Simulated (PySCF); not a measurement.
Compound: C2H7ClSi2.
InChI=1S/C2H7ClSi2/c3-5-2-1-4/h1-2H,5H2,4H3/b2-1+

Torsions of this conformer, `[SiH3:1]/[CH:2]=[CH:3]/[SiH2:4][Cl:5]`: C2–C3–Si4–Cl5 -2°.

The closed-shell ground state was solved at several levels (PySCF, density fitting, gas phase, non-relativistic). One conformer (not necessarily the lowest) at the PBE0-D3(BJ)/def2-SVP geometry, without solvent, vibrations or thermal averaging.

| level | basis functions | total energy (Eh) | HOMO (eV) | LUMO (eV) | gap (eV) | dipole (D) |
| --- | --- | --- | --- | --- | --- | --- |
| PBE0/pcSseg-1 | 141 | -1119.0797 | -8.27 | -1.19 | 7.08 | 1.61 |
| CAM-B3LYP/def2-SVPD | 171 | -1119.2272 | -9.52 | -0.05 | 9.47 | 1.46 |

(1) What might B97-2/pcSseg-2 (299 basis functions) give for the same quantities?

(2) Over all these levels, which gives the widest orbital gap and which the narrowest?

(3) How far do the dipole and the HOMO energy spread over the levels?

Results:

(1) Total energy -1119.7445 Eh, HOMO -8.00 eV, LUMO -1.28 eV, gap 6.72 eV, dipole 1.46 D.

(2) CAM-B3LYP/def2-SVPD (range-separated hybrid) has the widest, 9.47 eV, and B97-2/pcSseg-2 (global hybrid, 21 % exact exchange) the narrowest, 6.72 eV. Functional and basis both differ between the two, so the spread mixes both effects.

(3) The dipole runs from 1.46 to 1.61 D (mean 1.51 D) and the HOMO from -9.52 to -8.00 eV.
